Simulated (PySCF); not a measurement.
SMILES CO[SiH2][SiH2]C#N (GFN2-xTB optimised geometry):

```
13

C      2.389    -1.746    -0.008
O      1.526    -0.652     0.000
Si    -0.100    -0.652     0.000
Si    -0.426     1.623     0.000
C     -2.274     1.880    -0.039
N     -3.412     2.017    -0.066
H      3.412    -1.372    -0.050
H      2.261    -2.345     0.896
H      2.201    -2.381    -0.876
H     -0.612    -1.386    -1.168
H     -0.616    -1.385     1.167
H      0.038     2.381    -1.171
H     -0.010     2.372     1.195
```

Method: PySCF with PBE0/def2-TZVP.

Problem. What are the frontier orbital energies and the dipole moment?

Solution. HOMO-2 -9.55 eV, HOMO-1 -8.74 eV, HOMO -8.62 eV, LUMO -1.05 eV, LUMO+1 -0.68 eV; dipole moment 4.92 D.

Meta-Löwdin charges at PBE0/def2-TZVP: C1 -0.12, O2 -0.62, Si3 0.67, Si4 0.36, C5 -0.14, N6 -0.18, H7 0.13, H8 0.11, H9 0.11, H10 -0.10, H11 -0.10, H12 -0.05, H13 -0.05.
